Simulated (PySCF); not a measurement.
C₅H₄F₂O, SMILES C#C[C@@H]1COC1(F)F.

Geometry optimised at B3LYP-D3(BJ)/def2-SVP. The structure was generated by enumeration; whether it is a known compound was not checked.

Two levels are set side by side: PBE/def2-TZVP (PySCF) and CAM-B3LYP/def2-TZVP (PySCF). Same geometry, gas phase. Differences are taken from unrounded values.

```tsv
quantity	CAM-B3LYP	PBE	PBE minus CAM-B3LYP
orbital gap (eV)	10.97	6.20	-4.77
highest occupied level (eV)	-9.66	-6.97	2.68
lowest empty level (eV)	1.31	-0.78	-2.09
dipole moment (D)	3.14	2.75	-0.38
```

Without exact exchange PBE keeps part of each electron's self-repulsion, which lifts occupied levels and narrows the gap. Differences between two approximate levels are no errors against the true value.

Rough cost on one machine, each run with all the roots and properties that it gave: CAM-B3LYP against PBE within a factor of 2.
